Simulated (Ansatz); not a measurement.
Basis-set extrapolation for C₃H₆FNO₂Si, SMILES `CO[Si](F)(C#N)OC` (PBE0-D4/def2-TZVP geometry, frozen core, Ansatz 0.2.0). Multiplicity 1, RHF reference.

```json
{"": "HF", "def2-TZVPP": "-710.007268", "def2-QZVPP": "-710.036707"}
{"": "MP2 correlation", "def2-TZVPP": "-1.502746", "def2-QZVPP": "-1.618842"}
{"": "CCSD(T) correlation", "def2-TZVPP": "-1.594438", "def2-QZVPP": "not run"}
```

Energies in hartree. Use E(X) = E(∞) + A·exp(−7.88·√X) for Hartree–Fock and E(X) = E(∞) + B·X^(−2.97) for correlation, with X = 3 and 4, and add CCSD(T) minus MP2 of the smaller set to the MP2 limit.

**Question.** What is the CCSD(T) energy at the basis-set limit?

**Answer.** HF limit: -710.036707 + (-0.029439) × 0.13774 = -710.04076. MP2 limit: -1.618842 + (-0.116096) × 0.74074 = -1.70484. Higher-order term: -1.594438 − (-1.502746) = -0.09169. Total: -711.83729 hartree, 6.41 eV below CCSD(T)/def2-TZVPP.
